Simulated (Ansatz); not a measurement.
**Nudged elastic band run: BH6NO2S**

Input file:

```yaml
crystal:
  periodic: [false, false, false]
  atoms:
    - { symbol: B, position_ang: [0.222515, -0.489926, 0.293647] }
    - { symbol: "N", position_ang: [0.214627, -0.248246, 1.706516] }
    - { symbol: H, position_ang: [-0.651838, -0.274744, 2.231136] }
    - { symbol: H, position_ang: [1.003471, -0.575718, 2.253239] }
    - { symbol: O, position_ang: [1.374662, -0.9764, -0.267314] }
    - { symbol: H, position_ang: [1.294903, -1.002835, -1.228592] }
    - { symbol: O, position_ang: [-0.843514, -0.206907, -0.521794] }
    - { symbol: H, position_ang: [-1.533626, 0.312171, -0.080142] }
    - { symbol: S, position_ang: [-1.655202, 2.607693, 1.058661] }
    - { symbol: H, position_ang: [-1.046891, 2.834117, -0.126499] }
    - { symbol: H, position_ang: [-0.588208, 1.896396, 1.515541] }
basis:
  gaussian: { orbitals: def2-SVP }
hamiltonian:
  xc: r2scan
  dispersion: d4
neb:
  order_check: false
  images: 7
  f_tol: 0.05
  max_iterations: 60
  max_displacement: 0.5
  optimiser: fire
  final_atoms:
    - { symbol: B, position_ang: [-0.40168188, 1.03708888, -0.67299769] }
    - { symbol: "N", position_ang: [0.2267595, -0.67414509, 2.34997564] }
    - { symbol: H, position_ang: [-0.47117024, -0.68032156, 3.09671535] }
    - { symbol: H, position_ang: [0.40716813, -1.65691328, 2.13504552] }
    - { symbol: O, position_ang: [0.75772347, 0.34000002, -0.90782132] }
    - { symbol: H, position_ang: [1.01763109, -0.16667812, -0.12801276] }
    - { symbol: O, position_ang: [-1.08399861, 1.00874164, 0.49757708] }
    - { symbol: H, position_ang: [-0.63972644, 0.42135889, 1.15802572] }
    - { symbol: S, position_ang: [-1.0149004, 2.05238429, -2.07373201] }
    - { symbol: H, position_ang: [-2.08958293, 2.50579091, -1.39528144] }
    - { symbol: H, position_ang: [1.08267731, -0.31170558, 2.7749049] }
  initial_path:
    images:
      - { positions_ang: [[0.222515, -0.489926, 0.293647], [0.214627, -0.248246, 1.706516], [-0.651838, -0.274744, 2.231136], [1.003471, -0.575718, 2.253239], [1.374662, -0.9764, -0.267314], [1.294903, -1.002835, -1.228592], [-0.843514, -0.206907, -0.521794], [-1.533626, 0.312171, -0.080142], [-1.655202, 2.607693, 1.058661], [-1.046891, 2.834117, -0.126499], [-0.588208, 1.896396, 1.515541]] }
      - { positions_ang: [[0.16049444, -0.37370968, 0.2219898], [0.14426964, -0.18819036, 1.75651057], [-0.73366927, -0.25079605, 2.27794385], [0.95824158, -0.38868591, 2.30351146], [1.33186655, -0.77288119, -0.36805151], [1.32182657, -1.037685, -1.12446772], [-0.93863895, -0.13029028, -0.5726732], [-1.60674699, 0.0627039, -0.19080167], [-1.26428636, 2.47043, 0.96341745], [-1.11839397, 2.77967387, -0.00761068], [-0.46406424, 1.7050317, 1.57463067]] }
      - { positions_ang: [[0.09847389, -0.25749336, 0.15033259], [0.07391228, -0.12813471, 1.80650513], [-0.81550054, -0.22684809, 2.3247517], [0.91301215, -0.20165383, 2.35378392], [1.28907111, -0.56936239, -0.46878901], [1.34875013, -1.072535, -1.02034345], [-1.03376389, -0.05367356, -0.6235524], [-1.67986797, -0.1867632, -0.30146135], [-0.87337073, 2.333167, 0.8681739], [-1.18989694, 2.72523073, 0.11127763], [-0.33992049, 1.51366741, 1.63372034]] }
      - { positions_ang: [[0.03645333, -0.14127704, 0.07867539], [0.00355493, -0.06807907, 1.8564997], [-0.89733181, -0.20290014, 2.37155955], [0.86778273, -0.01462174, 2.40405638], [1.24627566, -0.36584358, -0.56952652], [1.3756737, -1.10738501, -0.91621917], [-1.12888884, 0.02294316, -0.6744316], [-1.75298896, -0.4362303, -0.41212102], [-0.48245509, 2.195904, 0.77293035], [-1.26139992, 2.6707876, 0.23016595], [-0.21577673, 1.32230311, 1.69281001]] }
      - { positions_ang: [[-0.02556722, -0.02506072, 0.00701818], [-0.06680243, -0.00802342, 1.90649427], [-0.97916307, -0.17895218, 2.4183674], [0.8225533, 0.17241035, 2.45432884], [1.20348021, -0.16232478, -0.67026403], [1.40259726, -1.14223501, -0.8120949], [-1.22401379, 0.09955988, -0.7253108], [-1.82610994, -0.6856974, -0.5227807], [-0.09153946, 2.058641, 0.6776868], [-1.33290289, 2.61634447, 0.34905426], [-0.09163297, 1.13093881, 1.75189968]] }
      - { positions_ang: [[-0.11959589, 0.24047668, -0.16298578], [0.00658805, -0.17455384, 2.01736461], [-0.85216487, -0.30429453, 2.58795439], [0.71870701, -0.28492056, 2.37450801], [1.09204103, -0.03674358, -0.72965335], [1.30635572, -0.89834579, -0.64107436], [-1.18900999, 0.32685532, -0.41958883], [-1.52951407, -0.40893333, -0.10257909], [-0.32237969, 2.05707682, -0.01016791], [-1.5220729, 2.58870608, -0.08702966], [0.2019446, 0.77027771, 2.00765098]] }
      - { positions_ang: [[-0.21362455, 0.50601408, -0.33298975], [0.07997853, -0.34108426, 2.12823495], [-0.72516666, -0.42963687, 2.75754138], [0.61486072, -0.74225146, 2.29468718], [0.98060184, 0.08883762, -0.78904267], [1.21011417, -0.65445657, -0.47005383], [-1.1540062, 0.55415076, -0.11386686], [-1.23291819, -0.13216926, 0.31762251], [-0.55321993, 2.05551265, -0.69802261], [-1.71124291, 2.56106769, -0.52311359], [0.49552217, 0.40961662, 2.26340229]] }
      - { positions_ang: [[-0.30765321, 0.77155148, -0.50299372], [0.15336902, -0.50761467, 2.2391053], [-0.59816845, -0.55497922, 2.92712836], [0.51101442, -1.19958237, 2.21486635], [0.86916266, 0.21441882, -0.848432], [1.11387263, -0.41056734, -0.29903329], [-1.1190024, 0.7814462, 0.19185511], [-0.93632231, 0.14459482, 0.73782412], [-0.78406017, 2.05394847, -1.38587731], [-1.90041292, 2.5334293, -0.95919752], [0.78909974, 0.04895552, 2.5191536]] }
      - { positions_ang: [[-0.40168188, 1.03708888, -0.67299769], [0.2267595, -0.67414509, 2.34997564], [-0.47117024, -0.68032156, 3.09671535], [0.40716813, -1.65691328, 2.13504552], [0.75772347, 0.34000002, -0.90782132], [1.01763109, -0.16667812, -0.12801276], [-1.08399861, 1.00874164, 0.49757708], [-0.63972644, 0.42135889, 1.15802572], [-1.0149004, 2.05238429, -2.07373201], [-2.08958293, 2.50579091, -1.39528144], [1.08267731, -0.31170558, 2.7749049]] }
```

Command:

```bash
$ ansatz run input.yaml --threads 4 --pin off --max-ram 5120MiB --backend cpu --events-out ev --progress --plain --runs-dir out
```

Output, in part (warnings, iteration lines):

```
NEB end point (image 0): max|allowed force component| = 2.218e-2 eV/Å (the criterion of neb.relax_end_points is 1.000e-2)
NEB end point (image 8): max|allowed force component| = 1.871e-2 eV/Å (the criterion of neb.relax_end_points is 1.000e-2)
NEB iter   1: max|band force component| = 6.264e1 eV/Å  barrier→ = 25.5786 eV  barrier← = 25.4117 eV  Δτ_max = 0.5000 Å  (258 SCF iters)
NEB iter   2: max|band force component| = 8.064e1 eV/Å  barrier→ = 21.7494 eV  barrier← = 21.5825 eV  Δτ_max = 0.3579 Å  (250 SCF iters)
NEB iter   3: max|band force component| = 9.749e0 eV/Å  barrier→ = 7.5056 eV  barrier← = 7.3387 eV  Δτ_max = 0.0405 Å  (231 SCF iters)
NEB iter   4: max|band force component| = 7.060e0 eV/Å  barrier→ = 6.2865 eV  barrier← = 6.1196 eV  Δτ_max = 0.0675 Å  (217 SCF iters)
NEB iter   5: max|band force component| = 4.607e0 eV/Å  barrier→ = 4.8235 eV  barrier← = 4.6566 eV  Δτ_max = 0.0813 Å  (213 SCF iters)
NEB iter   6: max|band force component| = 3.857e0 eV/Å  barrier→ = 3.4124 eV  barrier← = 3.2454 eV  Δτ_max = 0.0191 Å  (215 SCF iters)
NEB iter   7: max|band force component| = 3.508e0 eV/Å  barrier→ = 2.9831 eV  barrier← = 2.8161 eV  Δτ_max = 0.0356 Å  (217 SCF iters)
NEB iter   8: max|band force component| = 3.218e0 eV/Å  barrier→ = 2.5761 eV  barrier← = 2.4092 eV  Δτ_max = 0.0469 Å  (215 SCF iters)
NEB iter   9: max|band force component| = 2.764e0 eV/Å  barrier→ = 2.3897 eV  barrier← = 2.2228 eV  Δτ_max = 0.0544 Å  (211 SCF iters)
NEB iter  10: max|band force component| = 3.666e0 eV/Å  barrier→ = 2.1963 eV  barrier← = 2.0294 eV  Δτ_max = 0.0590 Å  (210 SCF iters)
NEB iter  11: max|band force component| = 2.864e0 eV/Å  barrier→ = 2.0200 eV  barrier← = 1.8530 eV  Δτ_max = 0.0633 Å  (210 SCF iters)
NEB iter  12: max|band force component| = 2.518e0 eV/Å  barrier→ = 1.8801 eV  barrier← = 1.7131 eV  Δτ_max = 0.0110 Å  (210 SCF iters)
NEB iter  13: max|band force component| = 1.820e0 eV/Å  barrier→ = 1.8586 eV  barrier← = 1.6917 eV  Δτ_max = 0.0182 Å  (213 SCF iters)
NEB iter  14: max|band force component| = 1.461e0 eV/Å  barrier→ = 1.8194 eV  barrier← = 1.6525 eV  Δτ_max = 0.0198 Å  (218 SCF iters)
NEB iter  15: max|band force component| = 1.308e0 eV/Å  barrier→ = 1.7682 eV  barrier← = 1.6013 eV  Δτ_max = 0.0226 Å  (213 SCF iters)
NEB iter  16: max|band force component| = 1.156e0 eV/Å  barrier→ = 1.7100 eV  barrier← = 1.5430 eV  Δτ_max = 0.0270 Å  (215 SCF iters)
NEB iter  17: max|band force component| = 1.369e0 eV/Å  barrier→ = 1.6471 eV  barrier← = 1.4802 eV  Δτ_max = 0.0315 Å  (210 SCF iters)
NEB iter  18: max|band force component| = 1.401e0 eV/Å  barrier→ = 1.5800 eV  barrier← = 1.4131 eV  Δτ_max = 0.0388 Å  (209 SCF iters)
NEB iter  19: max|band force component| = 1.164e0 eV/Å  barrier→ = 1.5037 eV  barrier← = 1.3368 eV  Δτ_max = 0.0482 Å  (212 SCF iters)
NEB iter  20: max|band force component| = 7.161e-1 eV/Å  barrier→ = 1.4268 eV  barrier← = 1.2598 eV  Δτ_max = 0.0573 Å  (210 SCF iters)
NEB iter  21: max|band force component| = 8.363e-1 eV/Å  barrier→ = 1.3606 eV  barrier← = 1.1936 eV  Δτ_max = 0.0637 Å  (210 SCF iters)
NEB iter  22: max|band force component| = 1.028e0 eV/Å  barrier→ = 1.3070 eV  barrier← = 1.1401 eV  Δτ_max = 0.0684 Å  (207 SCF iters)
NEB iter  23: max|band force component| = 8.760e-1 eV/Å  barrier→ = 1.2667 eV  barrier← = 1.0998 eV  Δτ_max = 0.0718 Å  (206 SCF iters)
NEB iter  24: max|band force component| = 9.092e-1 eV/Å  barrier→ = 1.2531 eV  barrier← = 1.0862 eV  Δτ_max = 0.0758 Å  (205 SCF iters)
NEB iter  25: max|band force component| = 8.862e-1 eV/Å  barrier→ = 1.2739 eV  barrier← = 1.1070 eV  Δτ_max = 0.0156 Å  (207 SCF iters)
NEB iter  26: max|band force component| = 8.231e-1 eV/Å  barrier→ = 1.2699 eV  barrier← = 1.1030 eV  Δτ_max = 0.0302 Å  (216 SCF iters)
NEB iter  27: max|band force component| = 6.973e-1 eV/Å  barrier→ = 1.2697 eV  barrier← = 1.1028 eV  Δτ_max = 0.0126 Å  (213 SCF iters)
NEB iter  28: max|band force component| = 6.514e-1 eV/Å  barrier→ = 1.2716 eV  barrier← = 1.1047 eV  Δτ_max = 0.0240 Å  (217 SCF iters)
NEB iter  29: max|band force component| = 6.403e-1 eV/Å  barrier→ = 1.2792 eV  barrier← = 1.1123 eV  Δτ_max = 0.0091 Å  (212 SCF iters)
NEB iter  30: max|band force component| = 5.341e-1 eV/Å  barrier→ = 1.2838 eV  barrier← = 1.1168 eV  Δτ_max = 0.0179 Å  (210 SCF iters)
NEB iter  31: max|band force component| = 5.619e-1 eV/Å  barrier→ = 1.2948 eV  barrier← = 1.1278 eV  Δτ_max = 0.0087 Å  (212 SCF iters)
NEB iter  32: max|band force component| = 7.998e-1 eV/Å  barrier→ = 1.3002 eV  barrier← = 1.1333 eV  CI = image 3  Δτ_max = 0.0124 Å  (210 SCF iters)
NEB iter  33: max|band force component| = 8.978e-1 eV/Å  barrier→ = 1.3410 eV  barrier← = 1.1741 eV  CI = image 3  Δτ_max = 0.0254 Å  (187 SCF iters)
NEB iter  34: max|band force component| = 1.019e0 eV/Å  barrier→ = 1.4245 eV  barrier← = 1.2575 eV  CI = image 3  Δτ_max = 0.0393 Å  (205 SCF iters)
NEB iter  35: max|band force component| = 1.068e0 eV/Å  barrier→ = 1.5409 eV  barrier← = 1.3740 eV  CI = image 3  Δτ_max = 0.0540 Å  (214 SCF iters)
NEB iter  36: max|band force component| = 9.396e-1 eV/Å  barrier→ = 1.6592 eV  barrier← = 1.4923 eV  CI = image 3  Δτ_max = 0.0666 Å  (214 SCF iters)
NEB iter  37: max|band force component| = 8.255e-1 eV/Å  barrier→ = 1.7282 eV  barrier← = 1.5613 eV  CI = image 3  Δτ_max = 0.0716 Å  (212 SCF iters)
NEB iter  38: max|band force component| = 9.348e-1 eV/Å  barrier→ = 1.7132 eV  barrier← = 1.5463 eV  CI = image 3  Δτ_max = 0.0763 Å  (207 SCF iters)
NEB iter  39: max|band force component| = 1.427e0 eV/Å  barrier→ = 1.5901 eV  barrier← = 1.4232 eV  CI = image 3  Δτ_max = 0.0236 Å  (208 SCF iters)
NEB iter  40: max|band force component| = 1.079e0 eV/Å  barrier→ = 1.4904 eV  barrier← = 1.3235 eV  CI = image 3  Δτ_max = 0.0416 Å  (193 SCF iters)
NEB iter  41: max|band force component| = 6.845e-1 eV/Å  barrier→ = 1.3724 eV  barrier← = 1.2054 eV  CI = image 3  Δτ_max = 0.0526 Å  (199 SCF iters)
NEB iter  42: max|band force component| = 7.063e-1 eV/Å  barrier→ = 1.2814 eV  barrier← = 1.1145 eV  CI = image 3  Δτ_max = 0.0609 Å  (204 SCF iters)
NEB iter  43: max|band force component| = 7.920e-1 eV/Å  barrier→ = 1.2523 eV  barrier← = 1.0854 eV  CI = image 3  Δτ_max = 0.0182 Å  (203 SCF iters)
NEB iter  44: max|band force component| = 7.781e-1 eV/Å  barrier→ = 1.2423 eV  barrier← = 1.0754 eV  CI = image 3  Δτ_max = 0.0333 Å  (185 SCF iters)
NEB iter  45: max|band force component| = 6.091e-1 eV/Å  barrier→ = 1.2530 eV  barrier← = 1.0861 eV  CI = image 3  Δτ_max = 0.0457 Å  (191 SCF iters)
NEB iter  46: max|band force component| = 7.899e-1 eV/Å  barrier→ = 1.2816 eV  barrier← = 1.1147 eV  CI = image 3  Δτ_max = 0.0560 Å  (197 SCF iters)
NEB iter  47: max|band force component| = 7.469e-1 eV/Å  barrier→ = 1.3157 eV  barrier← = 1.1488 eV  CI = image 3  Δτ_max = 0.0634 Å  (204 SCF iters)
NEB iter  48: max|band force component| = 7.091e-1 eV/Å  barrier→ = 1.3426 eV  barrier← = 1.1757 eV  CI = image 3  Δτ_max = 0.0715 Å  (204 SCF iters)
NEB iter  49: max|band force component| = 7.915e-1 eV/Å  barrier→ = 1.3653 eV  barrier← = 1.1984 eV  CI = image 3  Δτ_max = 0.0885 Å  (204 SCF iters)
NEB iter  50: max|band force component| = 7.102e-1 eV/Å  barrier→ = 1.3595 eV  barrier← = 1.1925 eV  CI = image 3  Δτ_max = 0.1024 Å  (202 SCF iters)
NEB iter  51: max|band force component| = 5.982e-1 eV/Å  barrier→ = 1.3063 eV  barrier← = 1.1394 eV  CI = image 3  Δτ_max = 0.1021 Å  (215 SCF iters)
NEB iter  52: max|band force component| = 1.042e0 eV/Å  barrier→ = 1.1632 eV  barrier← = 0.9963 eV  CI = image 3  Δτ_max = 0.0362 Å  (211 SCF iters)
NEB iter  53: max|band force component| = 1.278e0 eV/Å  barrier→ = 1.1009 eV  barrier← = 0.9340 eV  CI = image 3  Δτ_max = 0.0682 Å  (191 SCF iters)
NEB iter  54: max|band force component| = 1.383e0 eV/Å  barrier→ = 1.0144 eV  barrier← = 0.8475 eV  CI = image 3  Δτ_max = 0.0933 Å  (203 SCF iters)
NEB iter  55: max|band force component| = 1.142e0 eV/Å  barrier→ = 0.9623 eV  barrier← = 0.7954 eV  CI = image 3  Δτ_max = 0.0437 Å  (203 SCF iters)
NEB iter  56: max|band force component| = 1.929e0 eV/Å  barrier→ = 1.0561 eV  barrier← = 0.8892 eV  CI = image 3  Δτ_max = 0.0151 Å  (198 SCF iters)
NEB iter  57: max|band force component| = 7.297e-1 eV/Å  barrier→ = 0.9969 eV  barrier← = 0.8299 eV  CI = image 3  Δτ_max = 0.0214 Å  (183 SCF iters)
NEB iter  58: max|band force component| = 1.577e0 eV/Å  barrier→ = 1.0528 eV  barrier← = 0.8859 eV  CI = image 3  Δτ_max = 0.0037 Å  (188 SCF iters)
NEB iter  59: max|band force component| = 1.336e0 eV/Å  barrier→ = 1.0410 eV  barrier← = 0.8740 eV  CI = image 3  Δτ_max = 0.0068 Å  (155 SCF iters)
NEB iter  60: max|band force component| = 9.283e-1 eV/Å  barrier→ = 1.0302 eV  barrier← = 0.8633 eV  CI = image 3  Δτ_max = 0.0085 Å  (171 SCF iters)
Error: NEB band did not converge after 60 iterations: max|band force component| = 9.28e-1 eV/Å (threshold 5.0e-2); raise `neb.max_iterations` in a new run, which can start from the last band evaluated (`neb.initial_path`, with `crystal.atoms` and `neb.final_atoms` set to its first and last images), …
```

The run ended unconverged. The band didn't meet its force threshold, so its energies are provisional: the largest band force was still 0.93 eV/Å, and over the last iterations the top moved between 1.03 and 1.05 eV. The orbitals stay closed-shell, which can raise the energy where a bond breaks towards radicals; this wasn't checked here.

Final band (atoms are numbered from 1 in the order of the input):

| image | path coordinate (Å) | energy (eV) | B1–N2 (Å) | S9–H11 (Å) | B1–S9 (Å) |
| --- | --- | --- | --- | --- | --- |
| 0 | 0.00 | 0.00 | 1.43 | 1.36 | 3.70 |
| 1 | 1.15 | 0.08 | 1.43 | 1.36 | 3.71 |
| 2 | 2.27 | 0.12 | 1.43 | 1.36 | 3.59 |
| 3 | 3.42 | 1.03 | 1.51 | 1.54 | 2.61 |
| 4 | 4.70 | 0.68 | 2.02 | 2.37 | 1.91 |
| 5 | 6.11 | 0.48 | 2.79 | 3.06 | 1.84 |
| 6 | 7.50 | 0.31 | 3.11 | 4.02 | 1.83 |
| 7 | 8.85 | 0.20 | 3.39 | 5.02 | 1.83 |
| 8 | 10.18 | 0.17 | 3.53 | 5.79 | 1.84 |

Time of the run: 11 min on 4 threads of Arm Neoverse V2 (shared host), peak memory 0.17 GiB.
